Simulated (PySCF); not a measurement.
4-chloropyridine, C5H4ClN.
Atom-mapped SMILES: `[Cl:1][c:2]1[cH:3][cH:4][n:5][cH:6][cH:7]1`

Structure used (PBE0-D3(BJ)/def2-SVP), in Å, numbered top down from 1:
```xyz
11
C5H4ClN angstrom
Cl    -0.4389    2.7812    0.1430
C     -0.1666    1.0801    0.0438
C     -1.2435    0.1991   -0.0191
C     -0.9591   -1.1638   -0.0966
N      0.2722   -1.6657   -0.1135
C      1.2863   -0.8075   -0.0534
C      1.1315    0.5760    0.0267
H     -2.2704    0.5669   -0.0076
H     -1.7840   -1.8839   -0.1474
H      2.2947   -1.2369   -0.0691
H      1.9930    1.2433    0.0745
```

Definitions: NICS(0) = −σiso at the ring centroid; NICS(1) = −σiso and NICS(1)zz = −σzz at ±1 Å along the ring normal z. Level: GIAO B97-2/pcSseg-2 (PySCF, non-relativistic, gas phase) on the PBE0-D3(BJ)/def2-SVP geometry, one conformer.

Ring bond lengths (Å): C2–C3 1.393, C3–C4 1.394, C4–N5 1.330, N5–C6 1.330, C6–C7 1.394, C7–C2 1.393.

Question: What do the NICS probes read (ppm)?

Answer: 
| ring | type | NICS(0) | NICS(1), two faces | NICS(1)zz, two faces | rms pucker (Å) | centre to ring atoms, mean (Å) |
| --- | --- | --- | --- | --- | --- | --- |
| C2–C3–C4–N5–C6–C7 | 6-membered ring with N; formal bonds all aromatic | -7.7 | -9.7 / -9.7 | -27.3 / -27.3 | 0.00 | 1.37 |

Question: What do they say, and how far can they be read as aromaticity?

Answer: 
- C2–C3–C4–N5–C6–C7: mean NICS(1)zz -27.3 ppm, shielded, aromatic by this magnetic criterion (flat ring, no four-coordinate atom).

Question: What does the geometric index give? HOMA = 1 − mean of α(R − Ropt)² over the ring bonds, with Krygowski's 1993 parameters (CC: Ropt 1.388 Å, α 257.7 Å⁻²; CN: Ropt 1.334 Å, α 93.52 Å⁻²).

Answer: 
- C2–C3–C4–N5–C6–C7: HOMA 0.99; the largest term is that of C3–C4, α(R − Ropt)² = 0.01. The geometric and the magnetic index point the same way.

Question: What is the mean of the two in-plane components of NICS at the second NICS(1) probe listed for ring C2–C3–C4–N5–C6–C7, 1 Å off the ring?

Answer: The isotropic value is a third of the trace: (3 × -9.7 − (-27.3))/2 = -0.9 ppm.

Question: How do the values depend on the level or the medium?

Answer: 
```csv
level,"NICS(0), C2–C3–C4–N5–C6–C7","mean NICS(1)zz, C2–C3–C4–N5–C6–C7"
"B97-2/pcSseg-2, gas",-7.7,-27.3
"PBE0/pcSseg-1, gas",-8.0,-27.3
"PBE0/IGLO-III, gas",-7.5,-27.2
"PBE0/aug-cc-pVDZ, gas",-7.1,-27.1
"PBE0/cc-pVDZ, gas",-8.0,-27.3
"PBE0/cc-pVTZ, gas",-7.4,-27.5
"PBE0/def2-SVP, gas",-8.2,-27.4
"PBE0/def2-TZVP, gas",-7.4,-27.4
```

The geometry is the same throughout.
